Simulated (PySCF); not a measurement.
BGeH$_{4}$, GeH$_{3}$N, ClGeH$_{2}$ (calculated)

Calculation on a computer-drawn molecule: vertical ionisation energy to the stated ion spin, frozen-core CCSD(T) at the basis limit and cheaper methods, single-reference cases, UHF for radicals, no spin-orbit; all values are single points at the evaluated structure, the first of each entry, which is the reference or a displaced copy of it and isn't optimised; the reference structure only sets the zero of the energies above reference; triples share is (T) over the correlation energy; on germanium a core potential holds 10 electrons, which the energies leave out, and 3d is frozen in MP2 and coupled-cluster steps. Program: PySCF 2.14.0.

Common to all runs: multiplicity 1; ion multiplicity 2; diffuse functions no; basis and core potential on germanium cc-pVnZ-PP ECP10MDF; reference is the Hartree-Fock double-zeta minimum; best is HF at quadruple zeta + MP2 correlation extrapolated from triple and quadruple zeta + CCSD(T) minus MP2 at triple zeta; basis step is the size of the change from the same recipe one zeta lower.

(1) 
```xyz
6
formula=BGeH4 charge=1 basis=cc-pVnZ ionisation_energy_best=17.37 ionisation_energy_basis_step=0.02696 energy_above_reference_best=12.91 energy_above_reference_basis_step=0.1856 ionisation_energy_Koopmans_at_triple_zeta=17.46 ionisation_energy_EOM_CCSD_at_triple_zeta=17.33 total_energy_HF_triple_zeta=-320.0681 total_energy_CCSD(T)_triple_zeta=-320.3013 total_energy_best=-320.3263 T1_diagnostic_at_triple_zeta=0.01232 D1_diagnostic_at_triple_zeta=0.02317 ion_T1_diagnostic_at_triple_zeta=0.01923 ion_D1_diagnostic_at_triple_zeta=0.04134 ion_spin_squared_at_triple_zeta=0.7809 triples_share_at_triple_zeta=0.0271 basis_functions_triple_zeta=125
B      1.4978     1.0272    -0.1182
Ge     1.6565     0.9781    -2.1740
H      1.7195    -0.1317     0.6379
H      1.5392     2.1671     0.2174
H      2.9527     1.1413    -2.9165
H      0.4315     0.6639    -3.1244
```

Units: ionisation_energy_best, ionisation_energy_basis_step, ionisation_energy_Koopmans_at_triple_zeta, ionisation_energy_EOM_CCSD_at_triple_zeta in eV; energy_above_reference_best, energy_above_reference_basis_step in kcal/mol; total_energy_HF_triple_zeta, total_energy_CCSD(T)_triple_zeta, total_energy_best in hartree.

Reference structure:
```xyz
6
BGeH4
B      1.5879     1.0631    -0.1240
Ge     1.6869     0.9339    -2.2042
H      1.7307     0.0561     0.4899
H      1.3937     2.1374     0.3447
H      2.9794     1.0887    -2.9845
H      0.4731     0.6763    -3.0781
```

Drawn bonds:
```tsv
atom	other atom	order
1	2	1
1	3	1
1	4	1
2	5	1
2	6	1
```

Triple zeta:
```tsv
method	ionisation energy (eV)	energy above reference (kcal/mol)
HF	16.48	15.03
PBE	16.97	10.98
r2SCAN	17.07	12.39
B3LYP	17.16	12.81
wB97X	17.21	13.07
MP2	17.27	13.78
CCSD	17.26	13.14
CCSD(T)	17.28	12.85
```

(2) 
```xyz
5
formula=GeH3N charge=0 basis=cc-pVnZ ionisation_energy_best=8.89 ionisation_energy_basis_step=0.04609 energy_above_reference_best=19.05 energy_above_reference_basis_step=0.1168 ionisation_energy_Koopmans_at_triple_zeta=8.814 ionisation_energy_EOM_CCSD_at_triple_zeta=8.866 total_energy_HF_triple_zeta=-349.5745 total_energy_CCSD(T)_triple_zeta=-349.9313 total_energy_best=-349.9760 T1_diagnostic_at_triple_zeta=0.01624 D1_diagnostic_at_triple_zeta=0.04615 ion_T1_diagnostic_at_triple_zeta=0.02186 ion_D1_diagnostic_at_triple_zeta=0.07401 ion_spin_squared_at_triple_zeta=0.7718 triples_share_at_triple_zeta=0.03757 basis_functions_triple_zeta=111 dipole_magnitude_HF_at_triple_zeta=1.673 dipole_magnitude_CCSD_unrelaxed_at_triple_zeta=1.806 dipole_magnitude_PBE_at_triple_zeta=1.906 dipole_magnitude_r2SCAN_at_triple_zeta=1.922 dipole_magnitude_B3LYP_at_triple_zeta=1.756 dipole_magnitude_wB97X_at_triple_zeta=1.787
N      0.3568    -0.4383    -1.2307
Ge     2.0446    -0.8996    -1.4174
H     -0.1549    -0.4542    -0.4598
H     -0.2932    -0.0689    -2.0903
H      2.0233    -0.6008    -2.8046
```

Units: ionisation_energy_best, ionisation_energy_basis_step, ionisation_energy_Koopmans_at_triple_zeta, ionisation_energy_EOM_CCSD_at_triple_zeta in eV; energy_above_reference_best, energy_above_reference_basis_step in kcal/mol; total_energy_HF_triple_zeta, total_energy_CCSD(T)_triple_zeta, total_energy_best in hartree; dipole_magnitude_HF_at_triple_zeta, dipole_magnitude_CCSD_unrelaxed_at_triple_zeta, dipole_magnitude_PBE_at_triple_zeta, dipole_magnitude_r2SCAN_at_triple_zeta, dipole_magnitude_B3LYP_at_triple_zeta, dipole_magnitude_wB97X_at_triple_zeta in debye.

Reference structure:
```xyz
5
GeH3N
N      0.2870    -0.4006    -1.2527
Ge     2.0396    -0.8374    -1.3842
H     -0.1958    -0.3974    -0.3740
H     -0.3141    -0.1390    -2.0110
H      2.0970    -0.6332    -2.9605
```

Drawn bonds:
```tsv
atom	other atom	order
1	2	1
1	3	1
1	4	1
2	5	1
```

Triple zeta:
```tsv
method	ionisation energy (eV)	energy above reference (kcal/mol)
HF	7.923	19.23
PBE	8.747	19.36
r2SCAN	8.771	18.12
B3LYP	8.935	19.06
wB97X	9	18.57
MP2	8.652	18.88
CCSD	8.757	19.19
CCSD(T)	8.765	19.23
```

(3) 
```xyz
5
formula=GeH3N charge=0 basis=cc-pVnZ ionisation_energy_best=9.159 ionisation_energy_basis_step=0.04317 energy_above_reference_best=4.39 energy_above_reference_basis_step=0.05499 ionisation_energy_Koopmans_at_triple_zeta=9.13 ionisation_energy_EOM_CCSD_at_triple_zeta=9.137 total_energy_HF_triple_zeta=-349.5977 total_energy_CCSD(T)_triple_zeta=-349.9550 total_energy_best=-349.9994 T1_diagnostic_at_triple_zeta=0.01705 D1_diagnostic_at_triple_zeta=0.04737 ion_T1_diagnostic_at_triple_zeta=0.02759 ion_D1_diagnostic_at_triple_zeta=0.07169 ion_spin_squared_at_triple_zeta=0.8167 triples_share_at_triple_zeta=0.03785 basis_functions_triple_zeta=111 dipole_magnitude_HF_at_triple_zeta=1.539 dipole_magnitude_CCSD_unrelaxed_at_triple_zeta=1.701 dipole_magnitude_PBE_at_triple_zeta=1.871 dipole_magnitude_r2SCAN_at_triple_zeta=1.868 dipole_magnitude_B3LYP_at_triple_zeta=1.762 dipole_magnitude_wB97X_at_triple_zeta=1.712
N      0.2727    -0.4407    -1.3171
Ge     1.9853    -0.9831    -1.3454
H     -0.1119    -0.4963    -0.3986
H     -0.3484    -0.0998    -1.9780
H      2.0803    -0.7401    -3.0513
```

Units: ionisation_energy_best, ionisation_energy_basis_step, ionisation_energy_Koopmans_at_triple_zeta, ionisation_energy_EOM_CCSD_at_triple_zeta in eV; energy_above_reference_best, energy_above_reference_basis_step in kcal/mol; total_energy_HF_triple_zeta, total_energy_CCSD(T)_triple_zeta, total_energy_best in hartree; dipole_magnitude_HF_at_triple_zeta, dipole_magnitude_CCSD_unrelaxed_at_triple_zeta, dipole_magnitude_PBE_at_triple_zeta, dipole_magnitude_r2SCAN_at_triple_zeta, dipole_magnitude_B3LYP_at_triple_zeta, dipole_magnitude_wB97X_at_triple_zeta in debye.

Reference structure:
```xyz
5
GeH3N
N      0.2870    -0.4006    -1.2527
Ge     2.0396    -0.8374    -1.3842
H     -0.1958    -0.3974    -0.3740
H     -0.3141    -0.1390    -2.0110
H      2.0970    -0.6332    -2.9605
```

Drawn bonds:
```tsv
atom	other atom	order
1	2	1
1	3	1
1	4	1
2	5	1
```

Triple zeta:
```tsv
method	ionisation energy (eV)	energy above reference (kcal/mol)
HF	8.192	4.688
PBE	8.966	3.817
r2SCAN	8.991	4.212
B3LYP	9.14	4.069
wB97X	9.22	4.43
MP2	8.983	4.72
CCSD	9.029	4.411
CCSD(T)	9.034	4.377
```

(4) 
```xyz
4
formula=ClGeH2 charge=1 basis=cc-pV(n+d)Z ionisation_energy_best=18.42 ionisation_energy_basis_step=0.0684 energy_above_reference_best=0.7333 energy_above_reference_basis_step=0.06601 ionisation_energy_Koopmans_at_triple_zeta=18.78 ionisation_energy_EOM_CCSD_at_triple_zeta=18.27 total_energy_HF_triple_zeta=-753.8079 total_energy_CCSD(T)_triple_zeta=-754.1329 total_energy_best=-754.1826 T1_diagnostic_at_triple_zeta=0.01334 D1_diagnostic_at_triple_zeta=0.0386 ion_T1_diagnostic_at_triple_zeta=0.03301 ion_D1_diagnostic_at_triple_zeta=0.1449 ion_spin_squared_at_triple_zeta=0.763 triples_share_at_triple_zeta=0.038 basis_functions_triple_zeta=106
Cl    -0.6000     3.0228    -2.9077
Ge     0.1018     2.1984    -1.1941
H      1.4923     1.6055    -1.1985
H     -0.8420     2.0451    -0.0552
```

Units: ionisation_energy_best, ionisation_energy_basis_step, ionisation_energy_Koopmans_at_triple_zeta, ionisation_energy_EOM_CCSD_at_triple_zeta in eV; energy_above_reference_best, energy_above_reference_basis_step in kcal/mol; total_energy_HF_triple_zeta, total_energy_CCSD(T)_triple_zeta, total_energy_best in hartree.

Reference structure:
```xyz
4
ClGeH2
Cl    -0.5377     3.0401    -2.9161
Ge     0.1282     2.1249    -1.2034
H      1.5297     1.5735    -1.2280
H     -0.8322     2.0701    -0.0443
```

Drawn bonds:
```tsv
atom	other atom	order
1	2	1
2	3	1
2	4	1
```

Triple zeta:
```tsv
method	ionisation energy (eV)	energy above reference (kcal/mol)
HF	17.2	0.4942
PBE	17.93	0.9753
r2SCAN	18.07	0.6154
B3LYP	18.13	0.853
wB97X	18.26	0.495
MP2	18.42	0.6491
CCSD	18.18	0.7094
CCSD(T)	18.24	0.776
```

(5) 
```xyz
5
formula=GeH3N charge=0 basis=cc-pVnZ ionisation_energy_best=8.694 ionisation_energy_basis_step=0.04556 energy_above_reference_best=8.963 energy_above_reference_basis_step=0.09279 ionisation_energy_Koopmans_at_triple_zeta=8.617 ionisation_energy_EOM_CCSD_at_triple_zeta=8.661 total_energy_HF_triple_zeta=-349.5897 total_energy_CCSD(T)_triple_zeta=-349.9478 total_energy_best=-349.9921 T1_diagnostic_at_triple_zeta=0.01572 D1_diagnostic_at_triple_zeta=0.04345 ion_T1_diagnostic_at_triple_zeta=0.02123 ion_D1_diagnostic_at_triple_zeta=0.06636 ion_spin_squared_at_triple_zeta=0.7745 triples_share_at_triple_zeta=0.0379 basis_functions_triple_zeta=111 dipole_magnitude_HF_at_triple_zeta=2.021 dipole_magnitude_CCSD_unrelaxed_at_triple_zeta=2.133 dipole_magnitude_PBE_at_triple_zeta=2.224 dipole_magnitude_r2SCAN_at_triple_zeta=2.245 dipole_magnitude_B3LYP_at_triple_zeta=2.099 dipole_magnitude_wB97X_at_triple_zeta=2.12
N      0.3176    -0.3862    -1.2488
Ge     1.9954    -0.7671    -1.4596
H     -0.2627    -0.3281    -0.3071
H     -0.3367    -0.1138    -2.0076
H      2.0946    -0.6044    -3.0008
```

Units: ionisation_energy_best, ionisation_energy_basis_step, ionisation_energy_Koopmans_at_triple_zeta, ionisation_energy_EOM_CCSD_at_triple_zeta in eV; energy_above_reference_best, energy_above_reference_basis_step in kcal/mol; total_energy_HF_triple_zeta, total_energy_CCSD(T)_triple_zeta, total_energy_best in hartree; dipole_magnitude_HF_at_triple_zeta, dipole_magnitude_CCSD_unrelaxed_at_triple_zeta, dipole_magnitude_PBE_at_triple_zeta, dipole_magnitude_r2SCAN_at_triple_zeta, dipole_magnitude_B3LYP_at_triple_zeta, dipole_magnitude_wB97X_at_triple_zeta in debye.

Reference structure:
```xyz
5
GeH3N
N      0.2870    -0.4006    -1.2527
Ge     2.0396    -0.8374    -1.3842
H     -0.1958    -0.3974    -0.3740
H     -0.3141    -0.1390    -2.0110
H      2.0970    -0.6332    -2.9605
```

Drawn bonds:
```tsv
atom	other atom	order
1	2	1
1	3	1
1	4	1
2	5	1
```

Triple zeta:
```tsv
method	ionisation energy (eV)	energy above reference (kcal/mol)
HF	7.716	9.704
PBE	8.547	8.169
r2SCAN	8.563	8.159
B3LYP	8.726	8.782
wB97X	8.783	8.395
MP2	8.458	8.825
CCSD	8.557	8.937
CCSD(T)	8.569	8.873
```
